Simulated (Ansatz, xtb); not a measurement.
**CHB2FO: where a starting geometry ends**

The starting geometry of this gas-phase singlet was built from a drawn formula by distance geometry and a force field; its bonds are those of `FB1C=BO1`.

```tsv
atom	x (Å)	y (Å)	z (Å)
C	-1.4706	-0.4363	1.0123
B	-2.6355	-0.8574	1.9516
B	-1.5422	0.8184	1.4232
F	-3.3782	-2.0889	2.2057
O	-2.7086	0.5840	2.4520
H	-0.8536	-0.9935	0.2612
```

Predict what it relaxes into with r2SCAN-D4/def2-SVP.

A bond breaks, leaving `O=BC=BF`. Distances that change by over a tenth: C1–B2 (1.55 → 1.39 Å), C1–B3 (1.32 → 1.50 Å), B2–F4 (1.46 → 1.28 Å), B3–O5 (1.57 → 1.22 Å). Contacts that open: B2–O5 (1.53 → 3.60 Å).

The energy falls by 4.16 eV over 28 steps:

```
step  E − E(last) (eV)
   1             4.161
   4             0.935
   7             0.856
  10             0.854
  13             0.853
  16             0.836
  19             0.546
  22             0.092
  25             0.007
  28             0.000
```

Final geometry (Å):

```yaml
atoms:
  - { symbol: C, position_ang: [-1.7372, -0.5933, 1.1934] }
  - { symbol: B, position_ang: [-2.5459, -1.6522, 1.6004] }
  - { symbol: B, position_ang: [-1.9376, 0.7621, 1.7940] }
  - { symbol: F, position_ang: [-3.2985, -2.6070, 1.9885] }
  - { symbol: O, position_ang: [-2.1129, 1.8575, 2.2912] }
  - { symbol: H, position_ang: [-0.9566, -0.7408, 0.4384] }
```

From the same start GFN2-xTB reaches the same bonding as this run.

The end wasn't checked by frequencies. Run with Ansatz 0.2.0, 42 s on 2 threads of Intel(R) Xeon(R) Platinum 8259CL CPU @ 2.50GHz (Skylake/Cascade Lake), with other jobs on the host.
